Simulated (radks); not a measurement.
Values are calculated unless marked as measured or tabulated.
Bi III, configuration [Hg] 7s1 (not the ground configuration). Level of theory: scalar-relativistic Kohn-Sham, SCAN, spin-unpolarised, spherical densities, finite nucleus; meta-GGA in the generalised Kohn-Sham scheme; Fermi nuclear charge, rms radius 5.5211 fm (a radial shooting solver on a logarithmic mesh with Libxc functionals). Some entries of the table are withheld. Estimate them.

orbital  occ.  eigenvalue (hartree)  <r^2> (bohr^2)
1s          2             -3334.847       0.0003464
2s          2                   (1)        0.005241
2p          6             -514.2119        0.004485
3s          2             -146.1819             (2)
3p          6             -121.2584         0.03499
3d         10                   (3)         0.02905
4s          2             -34.42222          0.1602
4p          6             -26.21973          0.1837
4d         10             -16.79648             (4)
5s          2                   (5)          0.7767
4f         14              -6.46230          0.2322
5p          6              -4.39800           1.011
5d         10              -1.80182           1.710
6s          2                   (6)           4.607
7s          1              -0.42993           24.11

Answer. 
(1) 2s eigenvalue (hartree): -600.9844
(2) 3s <r^2> (bohr^2): 0.03364
(3) 3d eigenvalue (hartree): -96.13223
(4) 4d <r^2> (bohr^2): 0.2058
(5) 5s eigenvalue (hartree): -6.69566
(6) 6s eigenvalue (hartree): -1.24990
